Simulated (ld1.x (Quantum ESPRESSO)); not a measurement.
**What one change does to a pseudopotential (Pt, TM)**

| Quantity | Value |
| --- | --- |
| Element | Pt |
| Generator | ld1.x (Quantum ESPRESSO) 7.5 |
| Type | norm-conserving Troullier–Martins (Kleinman–Bylander form) |
| Functional | PBEsol |
| Relativity | scalar-relativistic |
| Frozen core | [Kr] 4d10 4f14 5s2 |
| Valence charge | 16 |
| Reference configuration | 5p6 5d8 6s0 6p0 (charge +2) |
| Partial waves | 5p (bound): rc 1.25 bohr; 5d (bound): rc 1.35 bohr; 6s (bound, empty): rc 1.90 bohr |
| Local potential | the s channel |
| Core correction | Bessel-smoothed model core inside 1.00 bohr |

All-electron outer shells of the reference configuration (PBEsol, scalar-relativistic, ld1.x):

```csv
shell,level (eV),outermost node (bohr),outermost maximum (bohr)
4f,-91.16,–,0.38
5p,-76.87,0.53,0.98
5d,-25.91,0.57,1.24
6s,-22.13,1.13,2.18
6p,-14.23,1.33,2.73
```

Change: wave 6s (bound): rc 1.90 bohr becomes 6s (bound): rc 1.42 bohr.

Cutoffs: the cutoffs (Ry, on a coarse ladder) from which the occupation-weighted sum of valence levels, in a spherical-Bessel basis at the reference potential, stays within 10 and 1 mRy of its value at 400 Ry; they do not see the model core or the augmentation charge, which bear on the density cutoff. Errors are all-electron minus pseudo energies relative to the spin-unpolarised reference configuration.

**Question.** Predict the effect on cutoff, ghosts and configuration errors.

**Answer.** The potential gets neither clearly harder nor softer (120 Ry and 180 Ry → 120 Ry and 180 Ry); a bound ghost appears in s, which as a rule spoils a file; of the 7 tests that both files solve, the error grows in 2 and shrinks in 5 by more than 15 % and 0.3 meV (median size 64.7 → 137.4 meV).

```tsv
quantity	base	changed
cutoff, loose	120 Ry	120 Ry
cutoff, tight	180 Ry	180 Ry
bound ghosts	none	s (extra level of the local part)
error for 5p6 5d9 6s1 6p0, meV [ΔE -29.22 eV]	-16	+144
error for 5p6 5d9 6s0 6p0, meV [ΔE -20.00 eV]	-36	-17
error for 5p6 5d7 6s0 6p0, meV [ΔE 32.25 eV]	-65	-40
error for 5p6 5d9 6s0.5 6p0, meV [ΔE -25.51 eV]	-25	+65
error for 5p6 5d8 6s1 6p1, meV [ΔE -22.59 eV]	-538	-277
error for 5p5 5d9 6s1 6p0, meV [ΔE 32.96 eV]	-200	-137
error for 5p6 5d6 6s0 6p0, meV [ΔE 77.93 eV]	-282	-183
```

Changed file: These tests converged, but a pseudo level misses the all-electron one widely, so the file describes the atom poorly there or has found another state: 5p6 5d7 6s0 6p0: empty 6s by 4.1 eV (a node warning on the way); 5p6 5d6 6s0 6p0: empty 6s by 9.5 eV. A true bound ghost makes a file unfit for plane-wave use even where its test errors are small: the radial tests pick states by their node count and pass the ghost by.
